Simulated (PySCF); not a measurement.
**Mayer bond orders and bond lengths**

Compound: tetrachlorosilane, SiCl₄.
Atom-mapped SMILES: `[Cl:1][Si:2]([Cl:3])([Cl:4])[Cl:5]`

Cartesian coordinates in Å at the GFN2-xTB level; atoms count from 1:
```xyz
5
SiCl4 angstrom
Cl     0.7047   -1.2964    1.3679
Si     0.0018    0.0007   -0.0034
Cl    -0.9577    1.5073    0.9275
Cl     1.5370    0.7432   -1.0753
Cl    -1.2771   -0.9520   -1.2339
```

Bond orders from the PBE0/pcSseg-1 density (PySCF). Isolated species at its GFN2-xTB geometry, gas phase.

Problem. Where do the orders between heavy atoms depart from those drawn in the SMILES?

Solution. The largest departure is 0.077, at Cl1–Si2 (drawn single, 1.077), Si2–Cl4 (drawn single, 1.077), Si2–Cl3 (drawn single, 1.076) and Si2–Cl5 (drawn single, 1.076).

Problem. Set the Mayer orders of the bonds beside their lengths.

Solution. 
| bond | drawn as | length (Å) | Mayer order |
| --- | --- | --- | --- |
| Cl1–Si2 | single | 2.014 | 1.077 |
| Si2–Cl3 | single | 2.014 | 1.076 |
| Si2–Cl4 | single | 2.014 | 1.077 |
| Si2–Cl5 | single | 2.014 | 1.076 |

Problem. Sum the orders of all bonds at each heavy atom with more than one neighbour and set the sums beside the valence in the SMILES.

Solution. Si2 4.306 (drawn 4). Orders between atoms that aren't bonded are not in these sums.

For a closed shell the Mayer order of atoms A and B is Σ (PS)μν (PS)νμ over the basis functions μ on A and ν on B, with P the density and S the overlap matrix.
